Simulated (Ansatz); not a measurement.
Ansatz (a program for electronic structure) input (CCSD(T)/aug-cc-pVDZ):

Ansatz 0.2 input:
```yaml
crystal:
  periodic: [false, false, false]
  atoms:
    - {symbol: C, position_ang: [-1.55014401, 0.01612694, -0.03329130]}
    - {symbol: Se, position_ang: [0.44456922, -0.00462508, 0.00954768]}
    - {symbol: H, position_ang: [-1.92706299, -0.59608292, -0.85700175]}
    - {symbol: H, position_ang: [-1.92491067, 1.03442984, -0.16736923]}
    - {symbol: H, position_ang: [-1.96251570, -0.37785583, 0.89949748]}
basis:
  gaussian:
    orbitals: aug-cc-pVDZ
total_charge: -1
magnetization: {spin_polarized: false}
correlation: {method: ccsd_t, electrons: outside_noble_gas}
```

End of the output:

```
reference -66380.73758287 eV, -2439.4471116905 hartree; 7, 7 occupied and 64, 64 virtual orbitals, 898 factors
second order -7.87307267 eV of doubles, -0.00000000 eV of singles
coupled cluster: 0.19 GiB planned
cycle   1  -8.38754883 eV  change   -5.1e-1 eV  update   6.8e-2
cycle   2  -8.61254797 eV  change   -2.2e-1 eV  update   2.0e-2
cycle   3  -8.65007668 eV  change   -3.8e-2 eV  update   7.9e-3
cycle   4  -8.64894972 eV  change    1.1e-3 eV  update   2.1e-3
cycle   5  -8.64851619 eV  change    4.3e-4 eV  update   8.5e-4
cycle   6  -8.64847417 eV  change    4.2e-5 eV  update   3.7e-4
cycle   7  -8.64843023 eV  change    4.4e-5 eV  update   1.5e-4
cycle   8  -8.64844478 eV  change   -1.5e-5 eV  update   5.9e-5
cycle   9  -8.64844416 eV  change    6.3e-7 eV  update   2.1e-5
cycle  10  -8.64843473 eV  change    9.4e-6 eV  update   7.1e-6
perturbative correction -0.30438282 eV, -0.0111858624 hartree
Total energy: -66389.69040042 eV, -2439.7761216672 hartree
```
